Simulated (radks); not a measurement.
Q: Nb I, configuration [Kr] 4d3 5s2 (not the ground configuration). Calculated with a radial shooting solver on a logarithmic mesh with Libxc functionals: Dirac Kohn-Sham, PBE, spin-unpolarised, spherical densities, point nucleus; open shells fill j = l - 1/2 first. Some entries of the table are withheld. Estimate them.

orbital  occ.  eigenvalue (eV)  <r^2> (bohr^2)
1s1/2       2        -18802.22        0.001757
2s1/2       2        -2631.633         0.02938
2p1/2       2        -2415.204         0.02224
2p3/2       4        -2319.428         0.02362
3s1/2       2        -441.1720          0.2251
3p1/2       2        -359.7000          0.2243
3p3/2       4        -344.1865          0.2349
3d3/2       4              (1)             (2)
3d5/2       6              (3)             (4)
4s1/2       2         -60.7014           1.514
4p1/2       2         -38.1613           1.863
4p3/2       4         -36.0367           1.954
4d3/2       3          -4.6845           5.171
5s1/2       2          -4.6660           14.51
4d5/2       0          -4.5100           5.311

A: 
(1) 3d3/2 eigenvalue (eV): -200.3795
(2) 3d3/2 <r^2> (bohr^2): 0.2241
(3) 3d5/2 eigenvalue (eV): -197.4915
(4) 3d5/2 <r^2> (bohr^2): 0.2276
